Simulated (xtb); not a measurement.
C4H10BN, SMILES CC1CB(N)C1. All values are semi-empirical tight-binding results from xtb (GFN2-xTB unless named), good for trends rather than for accurate numbers. Coordinates come from a GFN2-xTB optimisation. This is a generated structure with no PubChem entry under its InChIKey; it may be hypothetical. The values are those of a single conformer.

Optimised geometry:

```xyz
16

C     -2.3008     0.3187     0.0000
C     -0.9895    -0.4479     0.0000
C      0.0065    -0.0792    -1.1284
B      1.1142     0.0611     0.0000
N      2.4898     0.1451     0.0000
C      0.0065    -0.0792     1.1284
H     -2.8891     0.0733    -0.8831
H     -2.8891     0.0733     0.8831
H     -2.1130     1.3913     0.0000
H     -1.1973    -1.5208     0.0000
H     -0.2816     0.8497    -1.6202
H      0.1117    -0.8343    -1.9068
H      3.0462     0.1780    -0.8382
H      3.0462     0.1780     0.8382
H      0.1117    -0.8343     1.9068
H     -0.2816     0.8497     1.6202
```
Charge 0, spin multiplicity 1.

```json
{
  "point_group_as_xtb_finds_it": "Cs",
  "orbital_gap": "5.51 eV",
  "dipole_moment": "2.08 D",
  "zero_point_energy": "87.2 kcal/mol",
  "G − E(el) at 298.15 K (modified RRHO)": "68.2 kcal/mol",
  "static polarisability (D4 model)": "66.1 bohr³",
  "solvation energy, GFN2-xTB/ALPB(water)": "-3.7 kcal/mol",
  "solvation energy, GFN2-xTB/ALPB(octanol)": "-5.8 kcal/mol"
}
```

Computed IR lines (harmonic; lines under 4 % of the strongest left out, lines within 3 cm⁻¹ merged):
ν (cm⁻¹): 596 (vs), 780 (w), 812 (w), 875 (m), 979 (w), 1100 (m), 1144 (w), 1264 (w), 1331 (w), 1453 (s), 1470 (w), 1548 (vs), 2943 (w), 2978 (w), 2985 (s), 2997 (m), 3011 (s), 3021 (m) (against the strongest line: vs over 80 %, s over 45 %, m over 15 %, w over 4 %, vw less)

Computed atomic charges and the Wiberg bond orders between heavy atoms:
charges (e) C1 -0.10, C2 -0.02, C3 -0.16, B4 0.26, N5 -0.32, C6 -0.16, H7 0.03, H8 0.03, H9 0.03, H10 0.01, H11 0.03, H12 0.01, H13 0.16, H14 0.16, H15 0.01, H16 0.03. Bond orders C1–C2 1.02, C2–C3 0.99, C3–B4 0.98, B4–N5 1.40, C2–C6 0.99, B4–C6 0.98.
